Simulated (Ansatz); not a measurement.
Species, as SMILES: Br[Si]Br (closed-shell singlet).
Atoms: Si1, Br2, Br3. Bonds: Si1-Br2, Si1-Br3.

How fast the optimised Si1-Br2 bond length converges with the basis for several methods (Ansatz, an electronic-structure program): deviation from each method's own reference, in Å. References: B3LYP 2.2706 Å, the value in pcseg-3; HF 2.2527 Å, the value in pcseg-3; PBE 2.2716 Å, the value in pcseg-3. Cartesian d functions, on some or all atoms, in 3-21G; all else is spherical. A restricted Hartree-Fock determinant is unstable towards unrestricted orbitals. No added dispersion term, no relativity. 

| basis | functions | B3LYP | HF | PBE |
|---|---|---|---|---|
| 3-21G | 59 | 0.1269 | 0.1323 | 0.1296 |
| def2-SVP | 82 | 0.0063 | 0.0065 | 0.0070 |
| aug-cc-pV(D+d)Z | 104 | 0.0163 | 0.0181 | 0.0153 |
| def2-TZVPP | 138 | 0.0006 | 0.0008 | 0.0007 |
| def2-TZVPD | 157 | 0.0006 | 0.0012 | 0.0006 |
| aug-pcseg-2 | 168 | 0.0025 | 0.0026 | 0.0021 |
| pcseg-3 | 200 | 0.0000 | 0.0000 | 0.0000 |
| def2-QZVP | 220 | -0.0001 | -0.0005 | -0.0002 |

Mean absolute deviation over def2-TZVPP, def2-TZVPD, aug-pcseg-2: PBE 0.0011, B3LYP 0.0012, HF 0.0015 Å.
